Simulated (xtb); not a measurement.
Input for xtb: GFN2-xTB on ClH2NSn (SMILES [NH2][Sn][Cl]), a point of a torsion scan.

```
$ xtb mol.xyz --gfn 2 --sp --chrg 0 --uhf 0
5

N     -0.76674182     0.01338614     0.06064849
Sn     0.88322662    -1.09173863    -0.49861102
Cl     2.41881511     0.71227800    -0.45904349
H     -0.91038900     0.99436729    -0.14045421
H     -1.68109031    -0.38247660     0.23875520
```

The log:

```
[...]
           -------------------------------------------------
          |                Calculation Setup                |
           -------------------------------------------------



           -------------------------------------------------
          |                 G F N 2 - x T B                 |
           -------------------------------------------------

        Reference                      10.1021/acs.jctc.8b01176
      * Hamiltonian:
        H0-scaling (s, p, d)           1.850000    2.230000    2.230000
        zeta-weighting                 0.500000
      * Dispersion:
        s8                             2.700000
        a1                             0.520000
        a2                             5.000000
        s9                             5.000000
      * Repulsion:
        kExp                           1.500000    1.000000
        rExp                           1.000000
      * Coulomb:
        alpha                          2.000000
        third order                    shell-resolved
        anisotropic                    true
        a3                             3.000000
        a5                             4.000000
        cn-shift                       1.200000
        cn-exp                         4.000000
        max-rad                        5.000000


          ...................................................
          :                      SETUP                      :
          :.................................................:
          :  # basis functions                  26          :
          :  # atomic orbitals                  24          :
          :  # shells                           10          :
          :  # electrons                        18          :
          :  max. iterations                   250          :
          :  Hamiltonian                  GFN2-xTB          :
          :  restarted?                      false          :
          :  GBSA solvation                  false          :
          :  PC potential                    false          :
          :  electronic temp.          300.0000000     K    :
          :  accuracy                    1.0000000          :
          :  -> integral cutoff          0.2500000E+02      :
          :  -> integral neglect         0.1000000E-07      :
          :  -> SCF convergence          0.1000000E-05 Eh   :
          :  -> wf. convergence          0.1000000E-03 e    :
          :  Broyden damping             0.4000000          :
          :  net charge                          0          :
          :  unpaired electrons                  0          :
          ...................................................

 iter      E             dE          RMSdq      gap      omega  full diag
   1     -8.9016281 -0.890163E+01  0.251E+01    1.60       0.0  T
   2     -9.8837741 -0.982146E+00  0.243E+01    7.40       1.0  T
   3    -10.4254198 -0.541646E+00  0.966E+00    5.76       1.0  T
   4    -10.4228163  0.260349E-02  0.970E+00    5.77       1.0  T
   5    -10.4180782  0.473808E-02  0.153E+01    6.42       1.0  T
   6    -10.7072778 -0.289200E+00  0.600E+00    3.09       1.0  T
   7    -10.6624694  0.448084E-01  0.770E+00    2.58       1.0  T
   8    -10.7099114 -0.474420E-01  0.282E+00    3.04       1.0  T
   9    -10.7176154 -0.770401E-02  0.130E+00    3.40       1.0  T
  10    -10.7169918  0.623549E-03  0.122E+00    3.34       1.0  T
  11    -10.7180114 -0.101956E-02  0.438E-01    3.57       1.0  T
  12    -10.7178150  0.196392E-03  0.461E-01    3.63       1.0  T
  13    -10.7178702 -0.551486E-04  0.335E-01    3.62       1.0  T
  14    -10.7179809 -0.110730E-03  0.160E-01    3.59       1.0  T
  15    -10.7180121 -0.312637E-04  0.630E-02    3.57       1.0  T
  16    -10.7180197 -0.756616E-05  0.457E-03    3.56       9.8  T
  17    -10.7180195  0.258599E-06  0.102E-02    3.55       4.4  T
  18    -10.7180197 -0.262668E-06  0.306E-03    3.56      14.6  T
  19    -10.7180197  0.574240E-08  0.215E-03    3.56      20.8  T
  20    -10.7180197 -0.381245E-08  0.175E-03    3.56      25.6  T
  21    -10.7180197 -0.379334E-08  0.482E-05    3.56     926.9  T
  22    -10.7180197 -0.555289E-11  0.353E-05    3.56    1265.8  T

   *** convergence criteria satisfied after 22 iterations ***

         #    Occupation            Energy/Eh            Energy/eV
      -------------------------------------------------------------
         1        2.0000           -1.0209391             -27.7812
       ...           ...                  ...                  ...
         3        2.0000           -0.5763250             -15.6826
         4        2.0000           -0.4963547             -13.5065
         5        2.0000           -0.4438702             -12.0783
         6        2.0000           -0.4127114             -11.2304
         7        2.0000           -0.4102604             -11.1638
         8        2.0000           -0.4019104             -10.9365
         9        2.0000           -0.3755770             -10.2200 (HOMO)
        10                         -0.2449042              -6.6642 (LUMO)
        11                         -0.1680471              -4.5728
        12                         -0.1573113              -4.2807
        13                         -0.0937740              -2.5517
        14                         -0.0871698              -2.3720
       ...                                ...                  ...
        24                          0.4721312              12.8473
      -------------------------------------------------------------
                  HL-Gap            0.1306728 Eh            3.5558 eV
             Fermi-level           -0.3102406 Eh           -8.4421 eV

 SCC (total)                   0 d,  0 h,  0 min,  0.004 sec
 SCC setup                      ...        0 min,  0.000 sec (  1.818%)
 Dispersion                     ...        0 min,  0.000 sec (  0.657%)
 classical contributions        ...        0 min,  0.000 sec (  0.298%)
 integral evaluation            ...        0 min,  0.000 sec ( 12.815%)
 iterations                     ...        0 min,  0.002 sec ( 66.413%)
 molecular gradient             ...        0 min,  0.001 sec ( 16.659%)
 printout                       ...        0 min,  0.000 sec (  1.173%)

         :::::::::::::::::::::::::::::::::::::::::::::::::::::
         ::                     SUMMARY                     ::
         :::::::::::::::::::::::::::::::::::::::::::::::::::::
         :: total energy             -10.677280364093 Eh    ::
         :: gradient norm              0.006536551712 Eh/a0 ::
         :: HOMO-LUMO gap              3.555787651304 eV    ::
         ::.................................................::
         :: SCC energy               -10.718019606535 Eh    ::
         :: -> isotropic ES            0.010273207756 Eh    ::
         :: -> anisotropic ES          0.005844354138 Eh    ::
         :: -> anisotropic XC          0.000224670372 Eh    ::
         :: -> dispersion             -0.002869221318 Eh    ::
         :: repulsion energy           0.040739242442 Eh    ::
         :: add. restraining           0.000000000000 Eh    ::
         :: total charge              -0.000000000000 e     ::
         :::::::::::::::::::::::::::::::::::::::::::::::::::::

           -------------------------------------------------
          |                Property Printout                |
           -------------------------------------------------

    * Orbital Energies and Occupations

         #    Occupation            Energy/Eh            Energy/eV
      -------------------------------------------------------------
         1        2.0000           -1.0209391             -27.7812
         2        2.0000           -0.8155765             -22.1930
         3        2.0000           -0.5763250             -15.6826
Note: The following floating-point exceptions are signalling: IEEE_UNDERFLOW_FLAG IEEE_DENORMAL
normal termination of xtb
         4        2.0000           -0.4963547             -13.5065
         5        2.0000           -0.4438702             -12.0783
         6        2.0000           -0.4127114             -11.2304
         7        2.0000           -0.4102604             -11.1638
         8        2.0000           -0.4019104             -10.9365
         9        2.0000           -0.3755770             -10.2200 (HOMO)
        10                         -0.2449042              -6.6642 (LUMO)
        11                         -0.1680471              -4.5728
        12                         -0.1573113              -4.2807
        13                         -0.0937740              -2.5517
        14                         -0.0871698              -2.3720
        15                         -0.0426348              -1.1602
        16                         -0.0093752              -0.2551
        17                          0.0583001               1.5864
        18                          0.0583785               1.5886
        19                          0.0619779               1.6865
        20                          0.0628332               1.7098
       ...                                ...                  ...
        24                          0.4721312              12.8473
      -------------------------------------------------------------
                  HL-Gap            0.1306728 Eh            3.5558 eV
             Fermi-level           -0.3102406 Eh           -8.4421 eV

     #   Z          covCN         q      C6AA      α(0)
     1   7 N        2.541    -0.438    31.481     8.333
     2  50 Sn       1.626     0.395   446.680    45.467
     3  17 Cl       0.804    -0.278   107.900    15.890
     4   1 H        0.860     0.167     1.292     1.780
     5   1 H        0.861     0.154     1.376     1.838

 Mol. C6AA /au·bohr⁶  :       1520.590879
 Mol. C8AA /au·bohr⁸  :     112276.030692
 Mol. α(0) /au        :         73.308289


Wiberg/Mayer (AO) data.
largest (>0.10) Wiberg bond orders for each atom

 ---------------------------------------------------------------------------
     #   Z sym  total        # sym  WBO       # sym  WBO       # sym  WBO
 ---------------------------------------------------------------------------
     1   7 N    3.223 --     2 Sn   1.310     5 H    0.948     4 H    0.939
     2  50 Sn   2.578 --     1 N    1.310     3 Cl   1.213
     3  17 Cl   1.244 --     2 Sn   1.213
     4   1 H    0.972 --     1 N    0.939
     5   1 H    0.976 --     1 N    0.948
 ---------------------------------------------------------------------------

Topologies differ in total number of bonds
Writing topology from bond orders to xtbtopo.mol

molecular dipole:
                 x           y           z       tot (Debye)
 q only:       -0.752      -0.998      -0.156
   full:       -0.980      -1.685      -0.303       5.016
molecular quadrupole (traceless):
                xx          xy          yy          xz          yz          zz
 q only:       -4.594      -4.862       3.549       0.614       1.437       1.045
  q+dip:       -6.511      -7.700       7.040       0.547       3.035      -0.530
   full:       -8.099      -8.127       5.729       1.310       1.911       2.370


           -------------------------------------------------
          | TOTAL ENERGY              -10.677280364093 Eh   |
          | GRADIENT NORM               0.006536551712 Eh/α |
          | HOMO-LUMO GAP               3.555787651304 eV   |
           -------------------------------------------------

------------------------------------------------------------------------
------------------------------------------------------------------------
 total:
 SCF:
```

The run finished.

Cost: roughly 0.03 core-seconds.
